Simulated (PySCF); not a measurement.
Simulated outer-valence photoelectron spectrum of `CB(N)Cl`. Method used: EOM-IP-CCSD/aug-cc-pVDZ in PySCF, restricted Hartree–Fock reference, 8 core orbitals frozen, non-relativistic, gas phase, PBE0-D3(BJ)/def2-SVP geometry.

Each root has a Gaussian of 0.8 eV full width with its one-hole share as area; cross sections and vibrations are left out, and the highest printed point is 100.

(ionisation energy (eV), intensity): (9.4, 0), (9.6, 1), (9.8, 4), (10.0, 14), (10.2, 35), (10.4, 64), (10.6, 90), (10.8, 100), (11.0, 89), (11.2, 63), (11.4, 40), (11.6, 35), (11.8, 51), (12.0, 77), (12.2, 96), (12.4, 97), (12.6, 81), (12.8, 61), (13.0, 51), (13.2, 57), (13.4, 64), (13.6, 61), (13.8, 54), (14.0, 57), (14.2, 67), (14.4, 74), (14.6, 76), (14.8, 74), (15.0, 66), (15.2, 47), (15.4, 25), (15.6, 10), (15.8, 3), (16.0, 1), (16.2, 0), (16.4, 0), (16.6, 1), (16.8, 5), (17.0, 16), (17.2, 34), (17.4, 53), (17.6, 59), (17.8, 46), (18.0, 25), (18.2, 10), (18.4, 3), (18.6, 1)

Question: Where are the maxima, and how many lines lie under the curve?

Answer: 5 maxima, at 10.8, 12.3, 13.4, 14.6 and 17.6 eV, from 8 lines. At this width some lines have no maximum of their own.

Question: List the lines with their holes.

Answer: 
```json
{"E (eV)": "10.59", "leading hole (HF orbital)": "HOMO", "area": "0.95", "Koopmans (eV)": "11.55"}
{"E (eV)": "10.99", "leading hole (HF orbital)": "HOMO-1", "area": "0.96", "Koopmans (eV)": "11.85"}
{"E (eV)": "12.10", "leading hole (HF orbital)": "HOMO-2", "area": "0.95", "Koopmans (eV)": "12.97"}
{"E (eV)": "12.52", "leading hole (HF orbital)": "HOMO-3", "area": "0.96", "Koopmans (eV)": "13.50"}
{"E (eV)": "13.43", "leading hole (HF orbital)": "HOMO-4", "area": "0.96", "Koopmans (eV)": "14.38"}
{"E (eV)": "14.30", "leading hole (HF orbital)": "HOMO-5", "area": "0.95", "Koopmans (eV)": "15.17"}
{"E (eV)": "14.95", "leading hole (HF orbital)": "HOMO-6", "area": "0.95", "Koopmans (eV)": "16.05"}
{"E (eV)": "17.55", "leading hole (HF orbital)": "HOMO-7", "area": "0.94", "Koopmans (eV)": "18.85"}
```

The widest gap, 2.60 eV, lies between 14.95 and 17.55 eV. Only orbitals with −ε under 21 eV, eight at most, were ionised, so the high end of the curve may lack lines.

The values belong to the conformer `[CH3:1][B:2]([NH2:3])[Cl:4]`: H–N3–B2–C1 180°, H–N3–B2–C1 0°.
